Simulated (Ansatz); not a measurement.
A structure relaxed at PBE0-D4/def2-TZVP, charge 0, multiplicity 1:

Cartesian coordinates in Å:
```
C -0.601 -0.108 -1.625
B 0.543 -0.723 -0.679
C 0.293 -2.231 -0.174
S 0.708 0.345 0.998
C 0.981 2.022 0.440
C -0.947 0.492 1.665
H -1.613 -0.206 -1.214
H -0.457 0.939 -1.912
H -0.602 -0.676 -2.562
H 1.680 -0.529 -1.083
H 0.332 -2.899 -1.041
H -0.694 -2.383 0.280
H 1.044 -2.597 0.534
H 1.934 2.022 -0.088
H 0.188 2.328 -0.241
H 1.035 2.694 1.297
H -1.257 -0.508 1.966
H -1.628 0.872 0.903
H -0.939 1.147 2.537
```

Problem. Give its formula and SMILES.

Solution. C4H13BS, `C[BH-](C)[S+](C)C`.

Problem. Point group (tolerance 0.08 Å, 0.16 Å for H)?

Solution. C1.

Problem. Summarise the bond lengths by kind.

Solution. 2 × B–C 1.606 to 1.610 Å; 12 × C–H 1.090 to 1.097 Å; 1 × B–S 1.996 Å; 1 × B–H 1.222 Å; 2 × C–S 1.788 to 1.791 Å.

Computed with Ansatz.
